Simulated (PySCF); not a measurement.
Cl₂HIn. Atoms are numbered in the order given.

```xyz
4

In     0.0000     0.0000    -0.5037
H      0.0000     0.0000    -2.1977
Cl     0.0000    -1.9161     0.7906
Cl     0.0000     1.9161     0.7906
```
Charge 0, spin multiplicity 1.

The structure is a stationary point at PBE0-D3(BJ)/def2-TZVP. The def2 effective core potentials stand for the cores of In; spin–orbit coupling is left out.

Method: M06-2X/def2-TZVPD run with PySCF.

Symmetry labels are those of the subgroup C2v that the program uses (full group C2v).

Computed valence orbital energies around the gap with their symmetry:
```csv
orbital,symmetry,energy (eV)
HOMO−7,B2,-23.62
HOMO−6,A1,-13.97
HOMO−5,A1,-11.49
HOMO−4,B2,-11.39
HOMO−3,B1,-10.84
HOMO−2,A2,-10.45
HOMO−1,B2,-10.30
HOMO,A1,-10.23
LUMO,B1,-1.55
LUMO+1,A1,-1.09
LUMO+2,A1,0.09
LUMO+3,B2,0.21
```
